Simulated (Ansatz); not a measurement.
A structure relaxed at r2SCAN-D4/def2-SVP in Ansatz, charge 0, singlet:

```csv
atom,x (Å),y (Å),z (Å)
Ti1,0.975,0.244,-0.546
Ti2,-0.554,0.849,0.532
F3,-0.858,-0.312,-1.042
F4,0.437,-0.782,1.057
```

Question: Give its formula and point group.

Answer: the cluster Ti2F2. Point group C2v (tolerance 0.1 Å).

Question: Summarise the bond lengths by kind (pairs closer than 1.2 times the sum of covalent radii, bridged metal pairs left out).

Answer: 4 × F–Ti 1.98 Å.

The restricted singlet is unstable towards broken spin symmetry at other levels; at r2SCAN-D4/def2-SVP this wasn't settled. At r2SCAN-D4/def2-SVP a triplet of charge 0 lies 0.07 eV below the restricted singlet, each at its own geometry. The structure comes from a short search, and lower isomers may exist.
